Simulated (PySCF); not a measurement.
Sn(H)2(Et)(Vi), SMILES C=[CH][SnH2][CH2]C (C4H10Sn), GFN2-xTB optimised geometry.

```
15

Sn    -0.63    -0.82     0.00
C     -1.32    -1.73     1.82
C     -0.55    -2.35     2.68
C     -1.41    -1.76    -1.82
C     -0.97    -1.07    -3.09
H      1.05    -0.82     0.00
H     -1.05     0.82     0.00
H     -2.39    -1.67     2.00
H     -0.95    -2.80     3.58
H      0.51    -2.44     2.55
H     -2.49    -1.77    -1.75
H     -1.07    -2.80    -1.82
H     -1.31    -0.03    -3.11
H      0.12    -1.07    -3.18
H     -1.38    -1.58    -3.95
```

Density from PySCF with B3LYP/def2-TZVP, def2 effective core potentials past Kr at that geometry. The core electrons that the potentials of Sn replace are not part of the density.

Minimum of the electron density along straight lines between bonded atoms, close to the bond critical point (lines longer than 1.1 times the sum of covalent radii, or with two minima, are not listed):

```tsv
bond	length / Å	ρ at the minimum / e bohr⁻³	∇²ρ there / e bohr⁻⁵	position (fraction from the first atom)
Sn1–C2	2.147	0.105	___	0.51
C2–C3	1.318	0.362	-1.14	0.50
Sn1–C4	2.188	0.100	0.09	0.51
C4–C5	1.515	___	___	0.50
Sn1–H6	1.683	0.118	0.09	0.63
Sn1–H7	1.685	0.118	0.10	0.63
C2–H8	1.081	0.286	-1.00	0.64
C3–H9	1.080	0.288	-1.03	0.64
C3–H10	1.077	0.290	-1.05	0.64
C4–H11	1.089	0.279	-0.94	0.64
C4–H12	1.089	0.279	-0.95	0.64
C5–H13	1.087	0.282	-0.97	0.64
C5–H14	1.087	0.282	-0.97	0.64
C5–H15	1.089	0.280	-0.96	0.64
```

Problem. Complete the blanks.

Solution. 
- Sn1–C2, ∇²ρ there / e bohr⁻⁵: 0.13
- C4–C5, ρ at the minimum / e bohr⁻³: 0.249
- C4–C5, ∇²ρ there / e bohr⁻⁵: -0.62
